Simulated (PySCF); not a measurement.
A series of related molecules.

All values: PBE0/pcSseg-1 (PySCF) at GFN2-xTB geometries, gas phase, one conformer each.

Question: Rank by LUMO energy, lowest first.
A. `[H]/N=C\C=C\[SiH2][SiH3]`
B. `[H]/N=C\C(C[SiH3])=C/[SiH2][SiH3]`
C. `[H]/N=C\C(C#N)=C\[SiH2][SiH3]`

Answer: C (-2.67 eV), B (-1.86 eV), A (-1.73 eV).

Question: Rank by HOMO energy, highest first.
A. `[H]/N=C\C(=C/[SiH2][SiH3])C[SiH3]`
B. `[H]/N=C\C(C=O)=C/[SiH2][SiH3]`
C. `[H]/N=C\C=C\[SiH2][SiH3]`
D. `[H]/N=C\C(C#N)=C\[SiH2][SiH3]`

Answer: B (-7.21 eV), A (-7.46 eV), C (-7.58 eV), D (-8.07 eV).

All values together:

```
                           SMILES                      change    formula  μ (D)  HOMO (eV)  LUMO (eV)  lowest IAO charge (e)  highest IAO charge (e)  lowest Hirshfeld charge (e)  highest Hirshfeld charge (e)
         [H]/N=C\C=C\[SiH2][SiH3]                      parent   C3H9NSi2   2.24      -7.58      -1.73             -0.424 (N)             +0.463 (Si)                   -0.229 (N)                   +0.251 (Si)
[H]/N=C\C(=C/[SiH2][SiH3])C[SiH3]  H on C replaced by CH2SiH3  C4H13NSi3   2.39      -7.46      -1.86             -0.539 (C)             +0.610 (Si)                   -0.224 (N)                   +0.319 (Si)
    [H]/N=C\C(C#N)=C\[SiH2][SiH3]       H on C replaced by CN  C4H8N2Si2   3.74      -8.07      -2.67             -0.406 (N)             +0.450 (Si)                   -0.213 (N)                   +0.252 (Si)
    [H]/N=C\C(C=O)=C/[SiH2][SiH3]      H on C replaced by CHO  C4H9NOSi2   4.20      -7.21      -2.74             -0.405 (N)             +0.434 (Si)                   -0.217 (N)                   +0.252 (Si)
```

Conformers: `[H]/[N:1]=[CH:2]\[CH:3]=[CH:4]\[SiH2:5][SiH3:6]` with N1–C2–C3–C4 178°, C3–C4–Si5–Si6 -104°; `[H]/[N:1]=[CH:2]\[C:3](=[CH:4]/[SiH2:5][SiH3:6])[CH2:7][SiH3:8]` with N1–C2–C3–C4 -175°, C3–C4–Si5–Si6 179°, C2–C3–C7–Si8 -84°; `[H]/[N:5]=[CH:4]\[C:3]([C:2]#[N:1])=[CH:6]\[SiH2:7][SiH3:8]` with C2–C3–C4–N5 3°, C3–C6–Si7–Si8 77°; `[H]/[N:1]=[CH:2]\[C:3]([CH:4]=[O:5])=[CH:6]/[SiH2:7][SiH3:8]` with N1–C2–C3–C4 1°, C2–C3–C4–O5 -3°, C3–C6–Si7–Si8 63°.

Question: Give the shifts from the parent, `[H]/N=C\C=C\[SiH2][SiH3]`.

Answer: 
```json
{"SMILES": "[H]/N=C\\C(=C/[SiH2][SiH3])C[SiH3]", "change in μ (D)": "+0.15", "change in HOMO (eV)": "+0.12", "change in LUMO (eV)": "-0.13"}
{"SMILES": "[H]/N=C\\C(C#N)=C\\[SiH2][SiH3]", "change in μ (D)": "+1.50", "change in HOMO (eV)": "-0.49", "change in LUMO (eV)": "-0.94"}
{"SMILES": "[H]/N=C\\C(C=O)=C/[SiH2][SiH3]", "change in μ (D)": "+1.96", "change in HOMO (eV)": "+0.37", "change in LUMO (eV)": "-1.01"}
```
